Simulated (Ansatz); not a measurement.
A nudged elastic band was laid between two geometries of CHFSSi (5 atoms, charge 0, multiplicity 1).

These are results of RKS PBE-D4/cc-pVDZ (Ansatz 0.2.0), not measurements.

* movable images: 5
* climbing image: yes
* spring: 5.0 eV/Å²
* optimiser: quadratic models (default)
* start path: through a guess of the saddle point
* force threshold: 0.03 eV/Å
* iteration limit: 60
* end points: relaxed

Initial state:

```xyz
5
Properties=species:S:1:pos:R:3
F -0.363 -1.704 1.474
Si -0.169 -0.567 0.300
C 0.656 0.979 0.045
S -1.486 0.263 -0.999
H 1.362 1.029 -0.820
```

Final state:

```xyz
5
Properties=species:S:1:pos:R:3
F -0.358 -1.967 1.143
Si -0.070 -0.350 0.917
C 0.077 1.417 0.775
S -0.439 0.529 -1.111
H 0.791 0.372 -1.722
```

**Question.** What changes between the two ends?

**Answer.** Bonds broken: C3–H5. Bonds formed: S4–H5.

**Question.** Give the energies along the band, and the barrier.

**Answer.** The run converged. The highest image is number 3 of 0 to 6, 2.15 eV above the first end and 0.64 eV above the last; the last end lies 1.52 eV above the first. A vibrational analysis at the climbing image gives one clearly imaginary mode, 640i cm⁻¹: a first-order saddle point. The orbitals stay closed-shell, which can raise the energy where a bond breaks towards radicals; this wasn't checked here.

| image | path coordinate (Å) | energy (eV) | C3–H5 (Å) | S4–H5 (Å) |
| --- | --- | --- | --- | --- |
| 0 | 0.00 | 0.00 | 1.12 | 2.95 |
| 1 | 0.48 | 0.35 | 1.12 | 2.41 |
| 2 | 0.96 | 1.44 | 1.28 | 1.87 |
| 3 | 1.44 | 2.15 | 1.81 | 1.44 |
| 4 | 1.85 | 2.02 | 2.24 | 1.37 |
| 5 | 2.26 | 1.72 | 2.55 | 1.36 |
| 6 | 2.66 | 1.52 | 2.80 | 1.38 |

**Question.** What is the geometry of the highest image?

**Answer.** 
```xyz
5
Properties=species:S:1:pos:R:3:forces:R:3
F -0.616 -1.792 1.304 0.00 0.00 0.00
Si 0.049 -0.463 0.586 0.00 0.00 0.00
C 0.913 1.097 0.548 0.00 0.00 0.00
S -0.841 0.315 -1.248 0.00 0.00 0.00
H 0.495 0.843 -1.190 0.01 0.00 0.00
```

**Question.** What are the harmonic wavenumbers there?

**Answer.** 640i, 159, 194, 231, 452, 567, 719, 1004, 2046 cm⁻¹.

Run time: 100 s on 1 thread of Arm Neoverse V1, on a shared host, peak memory 0.13 GiB.
